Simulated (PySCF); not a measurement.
# `C=C(Cl)C#CC(C)=O`, C$_{6}$H$_{5}$ClO

Geometry:
```csv
atom,x (Å),y (Å),z (Å)
C1,-3.097,0.513,0.973
C2,-2.175,0.047,0.135
Cl3,-2.611,-0.693,-1.383
C4,-0.790,0.099,0.375
C5,0.411,0.102,0.506
C6,1.830,0.152,0.739
C7,2.628,-0.455,-0.387
O8,2.310,0.632,1.735
H9,-4.146,0.451,0.749
H10,-2.803,0.965,1.904
H11,2.414,0.076,-1.313
H12,2.335,-1.494,-0.522
H13,3.690,-0.395,-0.164
```

The calculation used GIAO B3LYP/pcSseg-1 magnetisability, rotational g tensor and spin-rotation constants, non-relativistic, gas phase in PySCF. Geometry: GFN2-xTB.

(1) Give the nuclear spin-rotation constants along the inertial axes (H = +C I·J) beside the isotropic shieldings.

(2) How do the rotational constants and the g tensor change when H9, H10, H11, H12, H13 are replaced by deuterium?

## Answers

(1) Rotational constants 3.7698, 0.7339, 0.6167 GHz. A star marks the isotopologue with that one atom substituted, in its own axes.
```
atom  isotope  Caa (kHz)  Cbb (kHz)  Ccc (kHz)  mean (kHz)  σ (ppm)
 Cl3     35Cl      1.216      0.151      0.244       0.537    627.2
  H9       1H      0.380     -0.078     -0.074       0.076     25.7
 H10       1H     -0.168      0.030     -0.075      -0.071     25.6
 H11       1H     -0.389     -0.047     -0.012      -0.149     29.3
 H12       1H     -0.388     -0.047     -0.012      -0.149     29.3
 H13       1H      0.147     -0.079     -0.075      -0.002     29.7
  C1     13C*      1.726      0.272      0.099       0.699     43.1
  C2     13C*      1.673      0.251      0.118       0.681     46.7
  C4     13C*      0.310      0.255      0.217       0.261     91.5
  C5     13C*      0.443      0.241      0.222       0.302     86.2
  C6     13C*      2.077      0.320      0.140       0.846     -5.5
  C7     13C*      0.683      0.110      0.120       0.305    145.6
  O8     17O*     -3.482     -0.682     -0.021      -1.395   -373.5
```
For the geometry as given, no vibrational averaging.

(2) Constants 3.2690, 0.6900, 0.5738 GHz; g -0.0467, -0.0109, -0.0058, against -0.0529, -0.0118, -0.0063 before.
